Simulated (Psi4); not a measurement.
Reaction (SMILES): N#P (N-P) + H+ → [NH+]#P
B3LYP-D3(BJ)/def2-TZVP geometries, fixed; electronic energies without zero-point terms; positive where energy is released.

Energies in hartree at MP2 with Psi4; the proton affinity is their sum with the coefficients shown, times 627.509 kcal/mol a hartree; the bare proton counts zero. All functions are spherical. Density fitting with the program's default auxiliary sets. Cores are frozen. The proton sits at the site shown, which need not be the one that binds it best. No added dispersion term, no relativity.

```
species    coefficient          part  cc-pV(D+d)Z  cc-pV(T+d)Z  cc-pV(Q+d)Z
---------  -----------  ------------  -----------  -----------  -----------
N#P (N-P)           +1  Hartree-Fock   -395.15146   -395.17981   -395.18727
N#P (N-P)           +1   correlation     -0.28851     -0.34726     -0.36976
[NH+]#P             -1  Hartree-Fock   -395.47579   -395.50683   -395.51401
[NH+]#P             -1   correlation     -0.27313     -0.32833     -0.34958
```

Question: Predict the proton affinity in cc-pV(5+d)Z (X = 5): let each Hartree-Fock step shrink by the ratio of the last two, and fit each correlation energy at X = 3 and 4 to E + A/X^3. Compare with the run.

Answer: 
- N#P (N-P): steps -0.02835 and -0.00746, ratio 0.263, so Hartree-Fock -395.18923 (run: -395.18883); A = (-0.34726 - (-0.36976))/(1/27 - 1/64) = 1.0508, correlation -0.36976 - A/64 + A/125 = -0.37777 (run: -0.37977).
- [NH+]#P: steps -0.03104 and -0.00718, ratio 0.231, so Hartree-Fock -395.51567 (run: -395.51559); A = (-0.32833 - (-0.34958))/(1/27 - 1/64) = 0.9924, correlation -0.34958 - A/64 + A/125 = -0.35715 (run: -0.35869).
Predicted 191.90 kcal/mol; the run in cc-pV(5+d)Z gives 191.82, a miss of 0.09. Keeping the value in cc-pV(Q+d)Z, 192.37, would miss by 0.55. All sums are of the energies as printed.
